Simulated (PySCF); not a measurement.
## Mass spectrum arithmetic for `FC(F)=C(F)CO[SiH2]O[SiH3]`

Species: `FC(=C(F)CO[SiH2]O[SiH3])F`.

All values are calculated from tables of isotopes.

Find the molar and monoisotopic masses of C3H7F3O2Si2.

For C3H7F3O2Si2, with standard atomic weights, 3 × 18.998 + 3 × 12.011 + 2 × 15.999 + 2 × 28.085 + 7 × 1.008 = 188.251 g/mol. From the most abundant isotopes (19F, 12C, 16O, 28Si, 1H), 3 × 18.998403 + 3 × 12.000000 + 2 × 15.994915 + 2 × 27.976927 + 7 × 1.007825 = 187.9937 u.

Work out the cluster of the molecular ion M+•, one line a nominal mass.

```
nominal mass  m/z (centroid)  relative intensity
         188        187.9931               100.0
         189        188.9937                13.6
         190        189.9908                 7.7
         191        190.9918                 0.6
         192        191.9890                 0.2
```

Lines under 0.1 % of the tallest are left out. One electron mass, 0.00055 u, is taken off.

What share of all molecules is the monoisotopic species?

1^3 × 0.9893^3 × 0.99757^2 × 0.922297^2 × 0.999885^7 = 81.90 %.

Give the mass fraction of each element.

F 30.28 %, C 19.14 %, O 17.00 %, Si 29.84 %, H 3.75 %.

What resolving power m/Δm just matches the spacing of the species with one 29Si and with one 13C?

They lie 0.00379 u apart at mass 188.99, so m/Δm is about 50000.

Count the protons, neutrons and electrons of the monoisotopic species, and give its exact less its nominal mass.

96 protons, 92 neutrons and 96 electrons; 187.9937 − 188 = -0.0063 u.
